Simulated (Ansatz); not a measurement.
CH7FGe, singlet: at the start structure of a reaction step.

The input file, in.yaml:

```yaml
crystal:
  periodic: [false, false, false]
  atoms:
    - {symbol: Ge, position_ang: [-0.579841, 0.608588, -0.655326]}
    - {symbol: C, position_ang: [0.888300, -0.666623, -0.564682]}
    - {symbol: H, position_ang: [-0.294412, 1.748474, -1.645276]}
    - {symbol: H, position_ang: [-0.778238, 1.282086, 0.732591]}
    - {symbol: H, position_ang: [-1.908574, -0.071215, -1.018011]}
    - {symbol: H, position_ang: [-0.507744, 0.253146, 2.089338]}
    - {symbol: F, position_ang: [-0.331753, -0.421264, 2.702182]}
    - {symbol: H, position_ang: [1.015991, -1.157801, -1.529887]}
    - {symbol: H, position_ang: [1.815656, -0.154943, -0.305615]}
    - {symbol: H, position_ang: [0.680615, -1.420548, 0.194787]}
basis:
  gaussian: {orbitals: def2-TZVPP}
hamiltonian: {xc: pbe, dispersion: d4}
```

Command:

```bash
ansatz run in.yaml --threads 4 --pin off --events-out ev --progress --plain --max-ram 9574MiB
```

Output of Ansatz 0.2.0:

```
Functional definition: PBE
  name "PBE"
  cite "Perdew, Burke & Ernzerhof, Phys. Rev. Lett. 77, 3865 (1996) doi:10.1103/PhysRevLett.77.3865"
  parent pbe
  parameter kappa = 0.804
  parameter beta = 0.06672455060314922
  exchange = pbe_x(kappa = kappa, mu = beta*pi^2/3)
  correlation = pbe_c(beta = beta)
1107 factors; their error is unknown
mean field evaluation 1: about -60364.8980 eV, gradient 7.3e1 eV
mean field evaluation 2: about -60347.0657 eV, gradient 1.1e2 eV
mean field evaluation 4: about -60374.8886 eV, gradient 7.7e0 eV
mean field evaluation 8: about -60374.9825 eV, gradient 2.2e-1 eV
mean field evaluation 16: about -60374.9622 eV, gradient 9.1e-5 eV
mean field -60374.96219926 eV, -2218.7389372038 hartree, gradient 2.1e-5 eV, S^2 0.000000; 0 other end points of the search recorded, 0 dependent functions left out
reference -60374.96223674 eV, -2218.7389385809 hartree; 27, 27 occupied and 181, 181 virtual orbitals, 1107 factors
Total energy: -60375.09213466 eV, -2218.7437122414 hartree
```

The lines “mean field evaluation” count trial sets of orbitals through the whole run, from several starts and some on an approximate energy, so they need not fall steadily or lie above the final value.

Hardware: 4 CPU threads of an Arm Neoverse V2, shared host. Wall time about 1.1 s.
